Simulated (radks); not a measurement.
Charge is removed step by step from the 4d down level of the tin ion Sn3+, starting from [Kr] 4d(up 5, down 5) 5s1. All-electron calculation, scalar-relativistic Kohn-Sham, r2SCAN, spin-polarised, spherical densities, finite nucleus; open shells are filled with parallel spins first (spin-orbit coupling, left out, can overturn this in heavy ions); meta-GGA in the generalised Kohn-Sham scheme; Fermi nuclear charge, rms radius 4.6519 fm. Program: a radial shooting solver on a logarithmic mesh with Libxc functionals.

removed (e)  E - E(0) (eV)  eigenvalue (eV)  E minus straight line (eV)
0                    0.000          -55.551                       0.000
0.125                7.075          -57.668                      -0.944
0.25                14.415          -59.801                      -1.622
0.375               22.022          -61.951                      -2.033
0.5                 29.900          -64.118                      -2.174
0.625               38.049          -66.301                      -2.043
0.75                46.472          -68.499                      -1.638
0.875               55.171          -70.713                      -0.958
1                   64.147          -72.942                       0.000

Removing the whole electron costs 64.147 eV by Delta-SCF, against 55.551 eV from minus the eigenvalue at the starting occupation. Slater's transition state (half an electron removed) gives 64.118 eV. Integrating minus the eigenvalue over the occupation (Janak's theorem) gives 64.161 eV. In this scalar-relativistic scheme the density is built from large components alone, so the theorem holds only approximately. The mean slope of the eigenvalue, de/dn, is 17.4 eV per electron.
